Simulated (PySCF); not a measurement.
ClFH2Se2Si.

```xyz
7

F     -1.1007    -0.7705    -1.5685
Si    -0.4764    -0.1535    -0.2091
Cl    -2.0151     0.0998     1.1141
Se     0.4773     1.7630    -0.8763
Se     0.9292    -1.5627     0.8142
H      1.0649     1.9789     0.4499
H      1.9445    -1.4023    -0.2331
```
Charge 0, spin multiplicity 1.

Coordinates come from a ωB97X-D3(BJ)/def2-SVP optimisation. Other conformers were not sampled.

These are PySCF with PBE/pcSseg-1 values and carry that method's errors. Non-relativistic, no solvent.

Computed absolute GIAO shielding of each atom: isotropic value and principal components (ppm):
| atom | σ(iso) | σ11 | σ22 | σ33 | span |
|---|---|---|---|---|---|
| F1 | 245.3 | 202.1 | 237.4 | 296.5 | 94.4 |
| Si2 | 287.5 | 228.5 | 286.7 | 347.3 | 118.8 |
| Cl3 | 743.9 | 607.8 | 688.1 | 935.7 | 327.8 |
| Se4 | 1812.2 | 1578.5 | 1731.1 | 2127.2 | 548.7 |
| Se5 | 1791.7 | 1494.9 | 1705.7 | 2174.4 | 679.5 |
| H6 | 29.8 | 20.5 | 27.2 | 41.8 | 21.3 |
| H7 | 29.5 | 19.9 | 26.4 | 42.1 | 22.1 |
